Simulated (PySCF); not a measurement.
# Electronic structure of Ru⁺ (ruthenium, charge +1) at the TPSS level

Configuration: [Kr] 4d6 5p1, one real determinant (an excited configuration). Computed with PySCF 2.14 in x2c-TZVPPall with one added diffuse shell each of s, p, d, f type (9s7p7d3f1g, 95 functions), with the spin-free X2C one-electron Hamiltonian (Gaussian nucleus).

| Item | Value |
| --- | --- |
| Total energy | -4529.65 hartree |
| One-electron energy | -6225.73 hartree |
| Hartree (Coulomb) energy | 1830.36 hartree |
| Exchange-correlation energy | -134.28 hartree |
| ⟨S²⟩ | 8.7510 |
| ⟨L²⟩ | 8.030 |
| Sum of ⟨r⟩ | 29.81 bohr |
| Sum of ⟨r²⟩ | 46.50 bohr² |
| Traceless quadrupole moment −½Σ⟨3z² − r²⟩ along its main axis | -5.60 e·bohr² |
| Langevin diamagnetic susceptibility | -36.8 ×10⁻⁶ cm³/mol |
| Time after the integrals | about 7 core-seconds |

```tsv
shell	electrons	mean orbital energy (eV)	spread (eV)	rms radius, mean of both spins (bohr)
1s α	1	-21941.6	0	0.0384
1s β	1	-21941.6	0	0.0384
2s α	1	-3167.2	0	0.158
2s β	1	-3166.7	0	0.158
2p α	3	-2837.1	0.257	0.140
2p β	3	-2836.7	0.129	0.140
3s α	1	-569.65	0	0.430
3s β	1	-569.39	0	0.430
3p α	3	-460.75	0.467	0.434
3p β	3	-460.42	0.372	0.434
3d α	5	-285.56	0.578	0.421
3d β	5	-285.01	0.343	0.421
4s α	1	-90.277	0	1.08
4s β	1	-87.367	0	1.08
4p α	3	-60.153	0.988	1.20
4p β	3	-56.960	0.025	1.20
4d α	5	-17.629	1.133	1.69
4d β	1	-15.290	0	1.69
5p α	1	-8.326	0	3.85
```

⟨L²⟩ = 8.03 against 12 for a pure F term, so this real determinant mixes terms.

Densities and radii are taken from the X2C orbitals without a picture-change correction, which distorts them close to the nucleus.
